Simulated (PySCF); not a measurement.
Si(H)(Et)(NH2)(NMe2), C₄H₁₄N₂Si, SMILES CC[SiH](N)N(C)C at its GFN2-xTB optimised geometry (Å):

```
21

Si    -1.5108     0.0056     0.0000
N     -2.1355    -0.7145    -1.4333
C     -2.3386    -0.9336     1.4423
C     -1.8936    -0.4265     2.8094
N      0.2197     0.0056     0.0000
C      0.9865     0.9437     0.7769
C      0.9873    -1.1570    -0.3669
H     -1.8725     1.4267     0.0000
H     -1.7276    -0.4878    -2.3234
H     -2.4905    -1.6542    -1.4286
H     -3.4223    -0.8418     1.3668
H     -2.1153    -2.0009     1.3763
H     -0.8194    -0.5470     2.9312
H     -2.3890    -0.9714     3.6125
H     -2.1283     0.6297     2.9201
H      1.8678     1.2649     0.2117
H      1.3339     0.5065     1.7222
H      0.3785     1.8154     1.0020
H      1.3282    -1.7187     0.5130
H      0.3815    -1.8154    -0.9844
H      1.8725    -0.8568    -0.9377
```

Level of theory: B3LYP/def2-SVP run with PySCF 2.14.0. Cells within 0.4 Å of a nucleus heavier than hydrogen are left out (blank, or x).

Map of the Laplacian of the electron density (e/bohr⁵), clipped to [-1.50, 1.50] on the plane z = 0.0 Å:

```
|555555555555555555555555555|
|555555555555555555555555555|
|555555555555555555555555555|
|555555555555555555555555555|
|555555555555555555555555555|
|555555555555555555555555555|
|555555555555555555555555555|
|555555555555555555555555555|
|555555404555555555545555555|
|555555303555555555434555555|
|555555434455555555545555555|
|555555469755555455555555555|
|55555569x9844xx355555555555|
|5555559xxx942xxx65555555555|
|55555569x9844xx255555555555|
|555555569755554345555555555|
|555555555555555455555555555|
|5555555555555555x3455555555|
|555555555555555532455555555|
|555555555555555554555555555|
|555555555555555555555555555|
|555555555555555555555555555|
|555555555555555555555555555|
|555555555555555555555555555|
|555555555555555555555555555|
|555555555555555555555555555|
|555555555555555555555555555|
```
Scale: ten equal steps from -1.50 (start of '0') to 1.50 (end of '9'), in the order '0123456789'; x runs from -4.00 to 4.00, y from -4.00 (bottom) to 4.00 (top).
